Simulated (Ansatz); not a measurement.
System: sum formula CoHSF, charge 0, multiplicity 4. The spin state was set by rule; other spins were not relaxed. SMILES: [F][Co][SH]
Structure (B3LYP-D3(BJ)/def2-TZVP (Ansatz, an electronic-structure program) minimum search):
```
Co
F 1 1.7694
S 1 2.1675 2 170.12
H 3 1.3482 1 96.00 2 -96.31
```
Charge 0, spin multiplicity 4.

Property: atomisation energy (electronic, to ground-state atoms), in kcal/mol. Correlated levels leave the core frozen unless marked. Open shells are spin-unrestricted. Spin-orbit coupling is left out. Frozen are the shells of the preceding noble gas and the d and f shells that filled before the atom's block. Non-relativistic. The coupled-cluster limit lacks core correlation, which all-electron functionals hold. Basis-set limits of correlation are two-point, X^-3; Hartree-Fock from the larger set. [CCSD(T)-MP2]/basis is that difference in the basis named.

```
level                                                                 program  atomisation energy (kcal/mol)  minus last row
-------------------------------------------------------------  --------------  -----------------------------  --------------
r2SCAN-D4/def2-TZVPD                                           Ansatz + dftd4                          277.2             6.6
wB97X-V/def2-TZVPD                                                     Ansatz                          275.3             4.7
B2GP-PLYP-D4/def2-TZVPD                                        Ansatz + dftd4                          263.4            -7.2
B2GP-PLYP/def2-TZVPD                                                   Ansatz                          262.8            -7.8
B2PLYP-D3(BJ)/def2-TZVPD                                       Ansatz + dftd3                          266.2            -4.4
RI-MP2/def2-TZVPPD                                                     Ansatz                          270.3            -0.3
SCS-MP2/def2-TZVPP                                                     Ansatz                          260.3           -10.3
CCSD/def2-SVP                                                          Ansatz                          233.8           -36.8
CCSD/def2-TZVPP                                                        Ansatz                          252.8           -17.8
RI-MP2/CBS(def2-TZVPPD,def2-QZVPPD)+[CCSD(T)-MP2]/def2-TZVPPD          Ansatz                          270.6             0.0
```
